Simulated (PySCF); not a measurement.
Compound: dicyclohexylphosphine oxide, C12H23OP.
Atom-mapped SMILES: `[O:1]=[PH:2]([CH:3]1[CH2:4][CH2:5][CH2:6][CH2:7][CH2:8]1)[CH:9]1[CH2:10][CH2:11][CH2:12][CH2:13][CH2:14]1`

Geometry (PBE0-D3(BJ)/def2-SVP, Å), atoms numbered from 1 in this order:
```xyz
37
C12H23OP angstrom
O     -0.0745   -1.0498    1.6854
P      0.2190   -0.1920    0.4880
C     -1.2718    0.2508   -0.4794
C     -2.1857    1.1061    0.4057
C     -3.5114    1.4186   -0.2792
C     -4.2198    0.1464   -0.7291
C     -3.3215   -0.6922   -1.6300
C     -1.9922   -1.0148   -0.9549
C      1.4277   -0.9466   -0.6752
C      2.5179   -1.6843    0.1102
C      3.5442   -0.7316    0.7116
C      4.1491    0.1792   -0.3515
C      3.0703    0.9582   -1.0969
C      2.0154    0.0310   -1.6990
H      0.7570    1.0981    0.7927
H     -0.9468    0.8467   -1.3532
H     -2.3687    0.5522    1.3433
H     -1.6717    2.0396    0.6897
H     -4.1551    2.0002    0.4003
H     -3.3246    2.0618   -1.1585
H     -5.1614    0.3921   -1.2461
H     -4.4968   -0.4479    0.1600
H     -3.8285   -1.6270   -1.9189
H     -3.1292   -0.1398   -2.5679
H     -2.1627   -1.6611   -0.0764
H     -1.3525   -1.5880   -1.6457
H      0.8188   -1.7032   -1.2001
H      3.0282   -2.3793   -0.5804
H      2.0427   -2.2919    0.8952
H      3.0635   -0.1213    1.4974
H      4.3334   -1.3083    1.2196
H      4.7169   -0.4362   -1.0733
H      4.8750    0.8740    0.1007
H      2.5922    1.6667   -0.3987
H      3.5187    1.5732   -1.8936
H      2.4833   -0.5644   -2.5032
H      1.2197    0.6190   -2.1869
```

Definitions: NICS(0) = −σiso at the ring centroid; NICS(1) = −σiso and NICS(1)zz = −σzz at ±1 Å along the ring normal z. Level: GIAO KT3/pcSseg-1 (PySCF, non-relativistic, gas phase) on the PBE0-D3(BJ)/def2-SVP geometry, one conformer.

Ring bond lengths (Å): C3–C4 1.533, C4–C5 1.525, C5–C6 1.524, C6–C7 1.524, C7–C8 1.525, C8–C3 1.532; C9–C10 1.533, C10–C11 1.524, C11–C12 1.525, C12–C13 1.525, C13–C14 1.528, C14–C9 1.533.

Problem. What do the NICS probes read (ppm)?

Solution. 
```tsv
ring	type	NICS(0)	NICS(1), two faces	NICS(1)zz, two faces	rms pucker (Å)	centre to ring atoms, mean (Å)
C3–C4–C5–C6–C7–C8	6-membered carbocycle; formal bonds all single	-2.0	-2.3 / -1.9	3.7 / 3.8	0.23	1.48
C9–C10–C11–C12–C13–C14	6-membered carbocycle; formal bonds all single	-1.3	-1.4 / -1.4	3.1 / 3.5	0.22	1.48
```

Problem. What do they say, and how far can they be read as aromaticity?

Solution. 
- C3–C4–C5–C6–C7–C8: mean NICS(1)zz 3.7 ppm, deshielded. C3, C4, C5, C6, C7, C8 have four or more neighbours, and the NICS criterion for π rings isn't applied.
- C9–C10–C11–C12–C13–C14: mean NICS(1)zz 3.3 ppm, deshielded. C9, C10, C11, C12, C13, C14 have four or more neighbours, and the NICS criterion for π rings isn't applied.

Problem. List the ring angles.

Solution. 
- C3–C4–C5–C6–C7–C8: C3 111.1°, C4 111.9°, C5 111.5°, C6 111.1°, C7 111.6°, C8 111.9°; sum 669.1° against 720° for a flat convex ring.
- C9–C10–C11–C12–C13–C14: C9 112.1°, C10 112.3°, C11 111.4°, C12 111.4°, C13 111.8°, C14 112.9°; sum 672.0° against 720° for a flat convex ring.

Problem. How do the values depend on the level or the medium?

Solution. 
```json
{"level": "KT3/pcSseg-1, gas", "NICS(0), C3–C4–C5–C6–C7–C8": "-2.0", "mean NICS(1)zz, C3–C4–C5–C6–C7–C8": "3.7", "NICS(0), C9–C10–C11–C12–C13–C14": "-1.3", "mean NICS(1)zz, C9–C10–C11–C12–C13–C14": "3.3"}
{"level": "PBE0/pcSseg-1, gas", "NICS(0), C3–C4–C5–C6–C7–C8": "-2.5", "mean NICS(1)zz, C3–C4–C5–C6–C7–C8": "3.4", "NICS(0), C9–C10–C11–C12–C13–C14": "-1.8", "mean NICS(1)zz, C9–C10–C11–C12–C13–C14": "2.9"}
```

The geometry is the same throughout.
